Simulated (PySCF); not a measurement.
OPb, SMILES [O]=[Pb] (connectivity only; charge and spin as stated), neutral, multiplicity 1.

Geometry optimised at PBE0-D3(BJ)/def2-TZVP. The def2 effective core potentials stand for the cores of Pb; spin–orbit coupling is left out.

Vertical ionisation energy (IE) and electron affinity (EA) in eV. Rows of orbital energies are one-electron estimates. Where ΔSCF, EOM or ADC give a negative EA the extra electron is unbound and the value depends on the basis.

| level | IE | EA |
|---|---|---|
| −ε(HOMO), −ε(LUMO), M06-2X/def2-TZVPD (PySCF) | 8.55 | 1.47 |
| −ε(HOMO), −ε(LUMO), CAM-B3LYP/def2-TZVPD (PySCF) | [?] | [?] |

Q: Fill in the missing entries. (Estimate from the structure and the level; the computed values follow.)

A: 
- −ε(HOMO), −ε(LUMO), CAM-B3LYP/def2-TZVPD (PySCF), IE: 8.70
- −ε(HOMO), −ε(LUMO), CAM-B3LYP/def2-TZVPD (PySCF), EA: 1.44
